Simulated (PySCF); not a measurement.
**Dipole moment and polarisability of `CSC1=CC=C(Cl)[SiH2]1`**

Compound: C5H7ClSSi.
Geometry (GFN2-xTB, Å), atoms numbered from 1 in this order:
```
atom  x, y, z in Å
C1     2.748   -0.088    0.033
S2     1.679   -0.125   -1.434
C3     0.098   -0.048   -0.708
C4    -1.036   -0.094   -1.440
C5    -2.278   -0.006   -0.708
C6    -2.157    0.113    0.625
Cl7   -3.506    0.233    1.686
Si8   -0.339    0.127    1.133
H9     2.548    0.811    0.607
H10    2.571   -0.973    0.637
H11    3.771   -0.081   -0.330
H12   -1.050   -0.189   -2.515
H13   -3.220   -0.037   -1.233
H14    0.064   -1.033    1.925
H15    0.102    1.398    1.702
```

Level: PBE0/def2-SVPD (PySCF), static field, nuclei fixed, core orbitals frozen in the response. The polarisability tensor in these axes (au):

```
x   170.75  -3.64 -18.65
y    -3.64  79.00   4.28
z   -18.65   4.28 124.80
```

Problem. Give the principal values, the mean and the anisotropy Δα = √{½[(α1 − α2)² + (α2 − α3)² + (α1 − α3)²]}.

Solution. Principal values 78.56, 118.39 and 177.60 au; mean 124.85 au = 18.50 Å³ = 20.58 × 10⁻⁴⁰ C²·m²/J; Δα = 86.32 au (69 % of the mean).

Problem. What is the dipole moment, and where does it point?

Solution. (2.03, -0.08, 0.24) D, 2.05 D in size, pointing from the negative to the positive side. Measured along this direction, the outermost atoms are H13 and Cl7 at the negative end and H11 at the positive end.

Problem. Find the Langevin capture rate constant for NH4+ (18.034 u) meeting this molecule (161.973 u), k = 2.342 × 10⁻⁹ cm³/s × √(α in Å³ / reduced mass in u).

Solution. The reduced mass is 16.23 u, so k = 2.50 × 10⁻⁹ cm³/s. The formula leaves out the permanent dipole, which adds to the capture rate.

Problem. What are the principal values of the traceless quadrupole moment, Θ = ½Σq(3rr − r²1), about the centre of nuclear charge?

Solution. -9.53, -4.11, 13.64 D·Å. The values depend on the origin, since the dipole doesn't vanish. The electronic extent ⟨r²⟩ about the same centre is 2005 bohr², a root-mean-square distance of 2.59 Å for the 84 electrons.

Problem. Give the principal axes and the span of the nuclei along them.

Solution. Largest value along (0.94, -0.05, -0.34), where the nuclei span 7.54 Å; middle along (0.34, 0.07, 0.94), 4.48 Å; least along (0.02, 1.00, -0.08), 2.44 Å. The response follows the extents in order.

Geometry: GFN2-xTB, one conformer, isolated molecule.

The run behind these numbers computed excited states as well. On one thread of an Arm Neoverse N1, on a shared host, this took 90 s and 1.0 GiB of memory at its peak.
